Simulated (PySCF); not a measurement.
Cl3La, charge +1, doublet, geometry from GFN2-xTB (such geometries of metal compounds can be far from the true shape) (the multiplicity is a formal guess) (core potentials on La); B3LYP/def2-SV(P) (PySCF).

Input for PySCF:
```python
from pyscf import gto, scf, dft

mol = gto.M(
    atom='''
La    0.107624   -0.300283   -0.770851
Cl   -1.965824   -0.743943    0.618337
Cl    0.203236    2.019036    0.453968
Cl    1.401731   -0.268260    1.512311
''',
    basis='def2-sv(p)',
    ecp={'La': 'def2-sv(p)'},
    charge=1,
    spin=1,
    verbose=5,
)

mf = dft.UKS(mol)
mf.xc = 'b3lyp'
mf.kernel()
```

Task: Predict the main parts of the log of this PySCF run.

Result: 
```
PySCF version 2.14.0

[INPUT] verbose = 5
[INPUT] max_memory = 4000
[INPUT] num. atoms = 4
[INPUT] num. electrons = 61
[INPUT] charge = 1
[INPUT] spin (= nelec alpha-beta = 2S) = 1
[INPUT] symmetry False subgroup None
[INPUT] Mole.unit = angstrom
[INPUT] Symbol           X                Y                Z      unit          X                Y                Z       unit  Magmom
[...]
[INPUT] ---------------- BASIS SET ----------------
[INPUT] l, kappa, [nprim/nctr], expnt,             c_1 c_2 ...
[INPUT] Cl
[...]
                                1571.7365221      0.014754727977
                                357.12065523      0.066679112875
                                100.25185935      0.17228924084
                                30.812727554      0.158837861
[...]
                                5.7045760975      0.60841752753
                                2.3508376809      0.54352153355
[...]
                                72.102015515      -0.063563355471
                                22.532680262      -0.24016428276
                                7.8991765444      -0.47798866557
                                2.8767268321      -0.38515850005
[...]
[INPUT] La
[...]
                                4.270978          0.8581248972
[...]
                                2.382095          0.517183646437
                                0.67246658081     -0.448231159953
                                0.32519427171     -0.588648439296
[...]
                                0.89049882672     0.251372362112
                                0.3294729104      0.446040682395
                                0.1339878883      0.448782771542
[...]
nuclear repulsion = 256.222815006218
number of shells = 35
number of NR pGTOs = 158
number of NR cGTOs = 79
basis = def2-sv(p)
ecp = {'La': 'def2-sv(p)'}

******** <class 'pyscf.dft.uks.UKS'> ********
method = UKS
initial guess = minao
damping factor = 0
level_shift factor = 0
DIIS = <class 'pyscf.scf.diis.CDIIS'>
diis_start_cycle = 1
diis_space = 8
diis_damp = 0
SCF conv_tol = 1e-09
SCF conv_tol_grad = None
SCF max_cycles = 50
direct_scf = True
direct_scf_tol = 1e-13
number electrons alpha = 31  beta = 30
XC library pyscf.dft.libxc version 7.1.2
    S. Lehtola, C. Steigemann, M. J. T. Oliveira, and M. A. L. Marques,  SoftwareX 7, 1–5 (2018)
XC functionals = b3lyp
    P. J. Stephens, F. J. Devlin, C. F. Chabalowski, and M. J. Frisch,  J. Phys. Chem. 98, 11623 (1994)
radial grids:
    Treutler-Ahlrichs [JCP 102, 346 (1995); DOI:10.1063/1.469408] (M4) radial grids

becke partition: Becke, JCP 88, 2547 (1988); DOI:10.1063/1.454033
pruning grids: <function nwchem_prune>
grids dens level: 3
symmetrized grids: False
atomic radii adjust function: <function treutler_atomic_radii_adjust>
small_rho_cutoff = 0
Set gradient conv threshold to 3.16228e-05
Density of valence part of ANO basis will be used as initial guess for La
atom La rad-grids = 100, ang-grids = [ 50  50  50  50  50  50  50  50  50  50  50  50  50  50  50  50  50  50
  50  50  50  50  50  50  50  50  50  86  86  86  86  86  86  86  86  86
  86  86  86  86  86  86 350 350 350 350 350 350 350 350 350 350 350 434
 434 434 434 434 434 434 434 434 434 434 434 434 434 434 434 434 434 434
 434 434 350 350 350 350 350 350 350 350 350 350 350 350 350 350 350 350
 350 350 350 350 350 350 350 350 350 350]
atom Cl rad-grids = 80, ang-grids = [ 50  50  50  50  50  50  50  50  50  50  50  50  50  50  50  50  50  50
  50  50  50  50  50  50  86  86  86  86  86  86  86  86  86  86  86  86
  86 350 350 350 350 350 350 350 350 350 434 434 434 434 434 434 434 434
 434 434 434 434 434 434 434 434 434 434 350 350 350 350 350 350 350 350
 350 350 350 350 350 350 350 350]
tot_boxes 2366, boxes in each direction [12 11 11]
Padding 0 grids
tot grids = 81344
nelec by numeric integration = [30.61641071 30.61641071]
E1 = -2451.5259850740363  E2 = 786.4077104592508  Ecoul = 874.8120059276933  Exc = -88.40429546844254
init E= -1408.89545960857
[...]
 -2.16956797e-01 -1.24299577e-01 -1.05550793e-01 -1.00258768e-01
 -6.77804843e-02 -3.10064977e-02 -2.99567686e-02 -2.06228556e-02
 -1.51981750e-02 -1.03945828e-02  1.59725039e-01  2.09593529e-01
  2.54968688e-01  4.13395949e-01  4.72065880e-01  4.85790585e-01
  5.28465971e-01  5.72712727e-01  5.74536278e-01  5.78088284e-01
  5.84917625e-01  5.92404742e-01  5.98842545e-01  6.00771877e-01
  6.06133884e-01  6.06891962e-01  6.33199845e-01  6.34160250e-01
  6.43042100e-01  6.44071442e-01  6.67588793e-01  6.90641187e-01
  7.28525893e-01  7.67198990e-01  8.04898984e-01  8.16918461e-01
  8.56605427e-01  9.01774713e-01  1.01126936e+00  1.05927763e+00
  1.15262976e+00  1.11577083e+01  3.28548311e+01]
multiplicity <S^2> = 0.75564599  2S+1 = 2.005638
nelec by numeric integration = [30.99999461 29.99999664]
E1 = -2459.0027754193443  E2 = 791.0985705799078  Ecoul = 879.9957928768945  Exc = -88.89722229698668
cycle= 14 E= -1411.68138983322  delta_E= -4.75e-10  |g|= 7.09e-06  |ddm|= 7.25e-05
  alpha mo_energy =
[-1.01708287e+02 -1.01708261e+02 -1.01642823e+02 -9.66091749e+00
 -9.66091140e+00 -9.59714959e+00 -7.43178934e+00 -7.43175906e+00
 -7.42189663e+00 -7.42189329e+00 -7.41905331e+00 -7.41905132e+00
 -7.36097370e+00 -7.35890237e+00 -7.35847576e+00 -1.76519006e+00
 -1.12580781e+00 -1.11143002e+00 -1.11067370e+00 -9.96488068e-01
 -9.85640162e-01 -9.27856684e-01 -5.94480573e-01 -5.44191170e-01
 -5.43239962e-01 -5.39141284e-01 -5.13338219e-01 -4.99665630e-01
 -4.99432639e-01 -4.72323378e-01 -4.69924119e-01 -2.72195848e-01
 -2.55512252e-01 -2.52512980e-01 -2.33166370e-01 -2.27578004e-01
 -2.16966389e-01 -1.26055116e-01 -1.06393266e-01 -1.00993293e-01
 -6.79604648e-02 -3.14341049e-02 -3.12851727e-02 -2.19396150e-02
 -1.57688996e-02 -1.08229342e-02  1.58053478e-01  2.08380414e-01
  2.50867062e-01  3.99409777e-01  4.66927123e-01  4.71966326e-01
  5.24787870e-01  5.43854048e-01  5.48035643e-01  5.56477483e-01
  5.64069068e-01  5.67928737e-01  5.77027976e-01  5.79986074e-01
  5.94775342e-01  5.97116042e-01  6.32805771e-01  6.33435710e-01
  6.35624496e-01  6.42534925e-01  6.58696825e-01  6.89082465e-01
  7.01680344e-01  7.61782263e-01  8.02090874e-01  8.12514635e-01
  8.55785542e-01  8.89878632e-01  1.00683455e+00  1.04135770e+00
  1.14832308e+00  1.11577547e+01  3.28544277e+01]
  beta  mo_energy =
[-1.01704266e+02 -1.01704241e+02 -1.01642820e+02 -9.65714080e+00
 -9.65713930e+00 -9.59714710e+00 -7.42001340e+00 -7.41999518e+00
 -7.41888025e+00 -7.41886617e+00 -7.41667749e+00 -7.41667458e+00
 -7.36096756e+00 -7.35887830e+00 -7.35849299e+00 -1.76567647e+00
 -1.12311894e+00 -1.11171553e+00 -1.11015403e+00 -9.73233699e-01
 -9.58757144e-01 -9.27861759e-01 -5.48651705e-01 -5.34745407e-01
 -5.32005584e-01 -5.25369228e-01 -5.05861713e-01 -4.99232186e-01
 -4.70325534e-01 -4.68736147e-01 -3.94094458e-01 -2.69918288e-01
 -2.55484664e-01 -2.52462364e-01 -2.32579064e-01 -2.25935057e-01
 -2.16955192e-01 -1.24298883e-01 -1.05550184e-01 -1.00258780e-01
 -6.77797236e-02 -3.10057383e-02 -2.99559726e-02 -2.06224219e-02
 -1.51976974e-02 -1.03944056e-02  1.59726310e-01  2.09594740e-01
  2.54969577e-01  4.13396358e-01  4.72066305e-01  4.85790536e-01
  5.28464716e-01  5.72713106e-01  5.74536374e-01  5.78088452e-01
  5.84918092e-01  5.92404863e-01  5.98842839e-01  6.00772312e-01
  6.06133053e-01  6.06892338e-01  6.33197505e-01  6.34157996e-01
  6.43041934e-01  6.44069717e-01  6.67588038e-01  6.90640828e-01
  7.28526391e-01  7.67199073e-01  8.04897202e-01  8.16918372e-01
  8.56603848e-01  9.01774919e-01  1.01126883e+00  1.05927809e+00
  1.15262965e+00  1.11577120e+01  3.28548352e+01]
multiplicity <S^2> = 0.75564641  2S+1 = 2.0056385
nelec by numeric integration = [30.99999461 29.99999664]
E1 = -2459.0028914233862  E2 = 791.0986865839274  Ecoul = 879.9959174674717  Exc = -88.89723088354432
Extra cycle  E= -1411.68138983324  delta_E= -2.25e-11  |g|= 1.01e-05  |ddm|= 3.14e-05
converged SCF energy = -1411.68138983324  <S^2> = 0.75564641  2S+1 = 2.0056385
```
